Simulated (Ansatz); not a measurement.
GaH7SSi2, SMILES `[SiH3][S][GaH][SiH3]`, one more setting.

```yaml
crystal:
  periodic: [false, false, false]
  atoms:
    - {symbol: Si, position_ang: [0.274349, 2.442385, -1.242150]}
    - {symbol: S, position_ang: [-1.095362, 1.088969, -0.313400]}
    - {symbol: Ga, position_ang: [0.315442, -0.537142, 0.189913]}
    - {symbol: Si, position_ang: [-0.620176, -2.443081, 1.315701]}
    - {symbol: H, position_ang: [-0.504513, 3.635481, -1.658954]}
    - {symbol: H, position_ang: [1.340733, 2.859430, -0.296394]}
    - {symbol: H, position_ang: [0.908216, 1.828963, -2.436834]}
    - {symbol: H, position_ang: [1.806509, -0.292819, -0.236208]}
    - {symbol: H, position_ang: [0.048724, -2.631585, 2.632770]}
    - {symbol: H, position_ang: [-0.393746, -3.672603, 0.506758]}
    - {symbol: H, position_ang: [-2.080176, -2.278007, 1.538797]}
basis:
  gaussian: {orbitals: 6-31G, point_charges: [{charge: 1.00, position_ang: [4.610, -0.982, 0.014]}]}
magnetization: {spin_polarized: true, initial_magnetization: 2}
hamiltonian: {xc: {name: PBE0}, dispersion: d3bjatm}
```

```sh
$ ansatz run in.yaml --threads 4 --pin off --events-out ev --progress --plain --max-ram 10444MiB
```

Output, abridged:

```
Functional definition: PBE0
897 factors; integrals over basis functions are off by at most 5.6e-4 eV
mean field evaluation 1: about -79048.1877 eV, gradient 1.2e1 eV
mean field evaluation 2: about -79044.9318 eV, gradient 2.1e1 eV
mean field evaluation 4: about -79049.0748 eV, gradient 3.6e0 eV
mean field evaluation 8: about -79049.2989 eV, gradient 3.9e-1 eV
mean field evaluation 16: about -79049.3635 eV, gradient 3.6e-1 eV
mean field evaluation 32: about -79049.3664 eV, gradient 6.5e-2 eV
mean field -79049.37191352 eV, -2905.0108362333 hartree, gradient 1.8e-5 eV, S^2 2.004495; 5 other end points of the search recorded, 0 dependent functions left out
reference -79049.37195678 eV, -2905.0108378229 hartree; 42, 40 occupied and 40, 42 virtual orbitals, 897 factors
Total energy: -79049.62793393 eV, -2905.0202448096 hartree
```

Run time 4.9 s (4 threads of an Arm Neoverse V2 on a shared host); peak host memory 0.32 GiB.
